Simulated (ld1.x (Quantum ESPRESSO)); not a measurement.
# Zn: excitation energies, all-electron against RRKJ

zinc, norm-conserving RRKJ (Kleinman–Bylander form), made with ld1.x (Quantum ESPRESSO) 7.5 (PBEsol, fully relativistic). Core [Ar], reference 3d10 4s0 4p0 (charge +2). Waves: 4p (bound, empty): rc 2.20 bohr; 3d (bound): rc 0.65 bohr; 4s (bound, empty): rc 1.75 bohr. Local part: the s channel. Core correction: Bessel-smoothed model core inside 0.65 bohr. rho0 = 0.01.

Open shells are filled in proportion to 2j + 1 (rel_dist='average').

Energies are relative to the spin-unpolarised reference configuration 3d10 4s0 4p0; without spin polarisation the order of configurations can differ from experiment.

Give the all-electron excitation energy and the error of the potential for: 3d10 4s2 4p0; 3d10 4s1 4p0; 3d9 4s0 4p0; 3d8 4s0 4p0; 3d9 4s2 4p1; 3d10 4s0 4p2; 3d10 4s1.5 4p0.

```csv
valence configuration,charge,ΔE all-electron (eV),error AE − PS (meV)
3d10 4s2 4p0,0,-28.248,-53
3d10 4s1 4p0,+1,-18.349,-20
3d9 4s0 4p0,+3,40.509,-592
3d8 4s0 4p0,+4,102.289,-2871
3d9 4s2 4p1,0,-15.967,-837
3d10 4s0 4p2,0,-17.647,-17
3d10 4s1.5 4p0,+0.5,-24.298,-37
```
